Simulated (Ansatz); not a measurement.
CH7Al2N (`C[N]([AlH2])[AlH2]`). The species carries charge 0 and has multiplicity 1.

```json
{"atom": "C1", "x (Å)": "1.041", "y (Å)": "-0.251", "z (Å)": "-0.952"}
{"atom": "N2", "x (Å)": "-0.010", "y (Å)": "-0.023", "z (Å)": "0.045"}
{"atom": "Al3", "x (Å)": "0.257", "y (Å)": "1.181", "z (Å)": "1.341"}
{"atom": "Al4", "x (Å)": "-1.575", "y (Å)": "-0.879", "z (Å)": "-0.116"}
{"atom": "H5", "x (Å)": "1.692", "y (Å)": "-1.085", "z (Å)": "-0.670"}
{"atom": "H6", "x (Å)": "0.626", "y (Å)": "-0.488", "z (Å)": "-1.937"}
{"atom": "H7", "x (Å)": "1.683", "y (Å)": "0.628", "z (Å)": "-1.075"}
{"atom": "H8", "x (Å)": "-0.872", "y (Å)": "1.374", "z (Å)": "2.432"}
{"atom": "H9", "x (Å)": "1.613", "y (Å)": "2.005", "z (Å)": "1.317"}
{"atom": "H10", "x (Å)": "-1.783", "y (Å)": "-1.810", "z (Å)": "-1.384"}
{"atom": "H11", "x (Å)": "-2.672", "y (Å)": "-0.652", "z (Å)": "1.000"}
```

Problem. List the harmonic frequencies (cm⁻¹, unscaled) at PBE0-D4/def2-TZVP in Ansatz. (Best estimate.)

Solution. Ansatz gave: 45, 160, 180, 198, 235, 276, 465, 518, 588, 608, 613, 753, 794, 883, 1120, 1134, 1182, 1460, 1493, 1504, 1918, 1926, 1939, 1950, 3015, 3072, 3083.

Problem. Is this a minimum?

Solution. Yes, all 27 modes are real.

Problem. Give the ideal-gas thermochemistry at 298.15 K and 1 bar (rigid rotor, harmonic oscillator; point group Cs, symmetry number 1).

Solution. Zero-point energy 186.1 kJ/mol; H(298) − E = 208.7 kJ/mol; entropy 354.4 J/(mol·K), of which translation 164.6, rotation 110.5, vibration 79.4; G(298) − E = 103.0 kJ/mol. Modes under 100 cm⁻¹ are hindered rotations or soft bends, so the harmonic entropy is rough.

Problem. And at 400, 500, 600, 800 and 1000 K?

Solution. 
| T (K) | H − E (kJ/mol) | S (J/mol/K) | G − E (kJ/mol) |
| --- | --- | --- | --- |
| 400 | 221.5 | 391.4 | 65.0 |
| 500 | 236.0 | 423.6 | 24.2 |
| 600 | 252.1 | 452.9 | -19.6 |
| 800 | 288.0 | 504.4 | -115.5 |
| 1000 | 327.7 | 548.6 | -220.9 |
